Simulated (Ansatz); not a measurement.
Reaction (hydrogenolysis of a B–P bond): `PB1C[SiH2]1` + H₂ → `B1C[SiH2]1` + PH₃

Program: Ansatz. Geometries: PBE0-D4/def2-TZVP. ΔE: electronic, gas phase. CBS: MP2 limit from def2 TZ/QZ plus the TZ coupled-cluster correction, frozen cores. This one scheme is used for every species. Functionals use def2-TZVPP. B3LYP here is the variant with VWN-RPA as its local correlation; programs differ in this. Each species was taken in one conformer, which may not be the lowest.

`PB1C[SiH2]1`:

Z-matrix (Å, degrees):
```
C
B 1 1.526
Si 1 1.929 2 66.7
H 1 1.087 2 123.1 3 -129.9
H 1 1.095 2 117.1 3 85.3
P 2 1.853 1 139.5 3 160.1
H 3 1.479 1 108.7 2 121.7
H 3 1.483 1 123.3 2 -103.0
H 6 1.416 2 103.3 1 -26.3
H 6 1.412 2 102.4 1 -128.8
```

H₂:

```xyz
2

H     0.085   -0.165   -0.323
H    -0.085    0.165    0.323
```

`B1C[SiH2]1`:

Cartesian coordinates in Å:
```
B -0.915 -0.596 0.442
C -0.549 0.165 -0.781
Si 0.817 0.141 0.724
H -1.482 -1.627 0.598
H -0.398 1.247 -0.805
H -0.670 -0.232 -1.787
H 1.139 1.577 0.873
H 2.060 -0.675 0.736
```

PH₃:

Z-matrix (Å, degrees):
```
P
H 1 1.420
H 1 1.420 2 93.1
H 1 1.420 2 93.1 3 93.3
```

Is it downhill or uphill in electronic energy at CCSD(T)/CBS, and by how much? (An estimate is asked.)

Computed: Uphill: ΔE = +0.11 eV.

What do these levels give: BHLYP-D4, ωB97M-V, B2PLYP, PBE, PBE0, B3LYP, MP2/def2-SVP, HF/def2-TZVPP, MP2/def2-TZVPP, CCSD(T)/def2-TZVPP, MP2/CBS(def2), CCSD/CBS(def2)? (Best estimate.)

Computed: BHLYP-D4 0.08, ωB97M-V 0.06, B2PLYP 0.06, PBE 0.16, PBE0 0.13, B3LYP 0.01, MP2/def2-SVP 0.13, HF/def2-TZVPP -0.11, MP2/def2-TZVPP 0.15, CCSD(T)/def2-TZVPP 0.08, MP2/CBS(def2) 0.19, CCSD/CBS(def2) 0.07 eV.

What do rigid-rotor, harmonic-oscillator terms from PBE0-D4/def2-TZVP frequencies (298.15 K, 1 bar) make of the CCSD(T)/CBS value? (Estimate.)

The calculation gave: ΔZPE = +0.12 eV, ΔH = +0.19 eV, ΔS = 27 J/(mol·K), ΔG = +0.11 eV.

Largest T1 diagnostic among the species: 0.017.

At CCSD(T), def2-SVP lies −0.07 eV from the extrapolated value and def2-TZVPP −0.04 eV. In def2-TZVPP, CCSD(T) changes the Hartree–Fock value by +0.19 eV (the triples alone add +0.05 eV) and MP2 by +0.27 eV. The D4 term adds +0.11 eV with B3LYP and +0.06 eV with PBE0; it sums over pairs of atoms, weighted by their polarisabilities, and B3LYP, whose exchange is more repulsive, gets the larger term.
